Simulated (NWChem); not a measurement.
C4H7FSi; SMILES C1([SiH2]CCC=1)F

```xyz
13

F     -0.0591    -2.2921     0.0426
C     -0.1594    -0.9602     0.0154
C     -1.3406    -0.3280    -0.0092
C     -1.3366     1.1728    -0.0802
C      0.0907     1.7335     0.1356
Si     1.2692     0.2602    -0.0442
H     -2.2858    -0.8829    -0.0117
H     -2.0429     1.5919     0.6569
H     -1.7291     1.4862    -1.0645
H      0.1938     2.1299     1.1585
H      0.3141     2.5673    -0.5456
H      2.0305     0.2011    -1.3309
H      2.2496     0.1127     1.0742
```
Atoms are numbered in this order, from 1.

Level: PBE0/def2-SVP (NWChem), optimised geometry, unscaled harmonic frequencies. 

```tsv
frequency (cm⁻¹)	IR intensity (km/mol)
71	0.2
247	0.1
327	3.1
352	0.2
417	9.2
512	9.8
618	8.7
654	5.3
680	33.4
703	5.1
747	43.9
835	127.3
857	4.7
919	3.8
942	24.2
971	113.7
1059	2.9
1138	1.3
1160	38.4
1242	9.7
1250	43.9
1289	58.1
1338	11.3
1420	7.5
1459	3.6
1718	32.0
2221	125.2
2231	124.2
3048	29.9
3086	5.6
3094	12.1
3153	3.8
3192	5.5
```

```yaml
zero_point_energy: 61.4 kcal/mol
thermal correction to the enthalpy at 298.15 K (with zero-point energy): 66.0 kcal/mol
heat capacity Cv: 24.0 cal/(mol K)
entropy at 298.15 K and 1 atm (symmetry number 1): 79.5 cal/(mol K)
dipole_moment: 2.04 D
```

Rigid rotor and harmonic oscillator; modes under 100 cm⁻¹ make the entropy uncertain.
